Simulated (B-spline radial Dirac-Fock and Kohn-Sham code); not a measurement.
# Two-hole binding energies of Ag⁷⁺

System: silver as Ag⁷⁺, configuration 1s2 2s2 2p6 3s2 3p6 3d10 4s2 4p6 4d4.

The run's input, task.json:

```json
{"items": [{
  "Z": 47,
  "q": 7,
  "cfg": [[1, 0, 2], [2, 0, 2], [2, 1, 6], [3, 0, 2], [3, 1, 6], [3, 2, 10], [4, 0, 2], [4, 1, 6], [4, 2, 4]],
  "A": 107,
  "rrms": 4.5454,
  "do": ["binding", "quiet", "double"]
}]}
```

Launch: `python xray_run.py task.json out`

Method: Dirac-Fock energy differences between relaxed states, corrected for Breit and QED terms. Computed with a radial atomic solver. U is the two-hole binding energy less the two single-hole energies, the effective repulsion of the holes after relaxation. Each two-hole energy is an average over J within one jj subconfiguration.

| holes | E(a) (eV) | E(b) (eV) | E(ab) (eV) | U (eV) |
| --- | --- | --- | --- | --- |
| 1s⁻¹ 2p1/2⁻¹ | 25653.6 | 3666.3 | ? | ? |
| 1s⁻¹ 2p3/2⁻¹ | 25653.6 | 3493.4 | 29348.5 | 201.5 |
| 1s⁻¹ 3p3/2⁻¹ | 25653.6 | 712.8 | 26433.0 | 66.6 |
| 1s⁻¹ 3d3/2⁻¹ | 25653.6 | 511.0 | 26226.5 | 61.9 |
| 2s⁻² | 3954.0 | 3954.0 | 8037.6 | 129.5 |
| 2s⁻¹ 2p1/2⁻¹ | 3954.0 | 3666.3 | 7741.5 | 121.2 |
| 2s⁻¹ 3p3/2⁻¹ | 3954.0 | 712.8 | 4725.5 | 58.6 |
| 2p1/2⁻¹ 3s⁻¹ | 3666.3 | 858.9 | 4584.1 | 58.9 |
| 2s⁻¹ 3d3/2⁻¹ | 3954.0 | 511.0 | 4527.5 | 62.4 |
| 2p3/2⁻¹ 3p1/2⁻¹ | 3493.4 | 744.2 | 4299.2 | 61.6 |
| 2p1/2⁻¹ 3d5/2⁻¹ | 3666.3 | 505.0 | 4234.2 | 63.0 |
| 3p1/2⁻² | 744.2 | 744.2 | 1539.1 | 50.7 |
| 3p3/2⁻² | 712.8 | 712.8 | 1472.8 | 47.2 |
| 3d5/2⁻² | 505.0 | 505.0 | 1060.7 | 50.7 |

Task: Give the missing two-hole energy and U.

Result: E(ab) = 29536.3 eV and U = 216.4 eV.

Run: 27 s of CPU time on 1 thread of Neoverse-V2 (shared host), peak memory 0.41 GiB.
